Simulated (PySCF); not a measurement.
# Where does 2,2,2-trifluoroethyl formate take a proton?

Parent: 2,2,2-trifluoroethyl formate, `O=COCC(F)(F)F` (C3H3F3O2). Optimised structure (Å), atoms numbered from 1:
```
O     1.6945    0.0351   -1.4160
C     1.8604   -0.2064   -0.2596
O     0.9031   -0.5458    0.6188
C    -0.4259   -0.5627    0.1488
C    -1.1904    0.5945    0.7539
F    -1.2333    0.5193    2.0822
F    -0.6375    1.7621    0.4288
F    -2.4437    0.5824    0.2983
H     2.8352   -0.2006    0.2672
H    -0.8994   -1.5013    0.4670
H    -0.4552   -0.4726   -0.9462
```

These are calculated values, ωB97X-D3(BJ)/def2-TZVP in PySCF (grid level 2) at geometries from PBE0-D3(BJ)/def2-SVP. Zero-point and thermal terms (298.15 K, 1 bar) come from unscaled PBE0-D3(BJ)/def2-SVP harmonic frequencies, with soft modes damped to free rotors in the entropy.

```tsv
site	product	PA / kJ/mol	GB / kJ/mol	gas share	above best in water / kJ/mol
O1 (carboxyl C=O oxygen)	[OH+]=COCC(F)(F)F	758	725	> 99.9 %	0.0
O3 (ester-type oxygen)	O=C[OH+]CC(F)(F)F	671	641	< 0.1 %	74.0
```

PA is −ΔH and GB is −ΔG of B + H⁺ → BH⁺ in the gas phase. Shares are Boltzmann weights among the listed products; an error of 10 kJ/mol changes a ratio about 56-fold. Sites whose products fell apart, merged with another or lost in a GFN2-xTB screen aren't listed. Values in solvent are IEF-PCM free energies relative to the most favourable product.

Of the listed sites O1 (carboxyl C=O oxygen) is favoured in the gas phase, 84 kJ/mol ahead of O3 in free energy.

In water the product from O1 is solvated 264 kJ/mol more strongly than the parent (electrostatics only).

Measured values (NIST Chemistry WebBook, evaluated or the median of agreeing entries): proton affinity (−ΔH) 746 kJ/mol (computed 758, difference 12); gas-phase basicity (−ΔG) 715 kJ/mol (computed 725, difference 11). These are compared with the most favourable site that keeps the skeleton.

Differences come from unrounded values, so a last digit can differ from that of the printed terms.
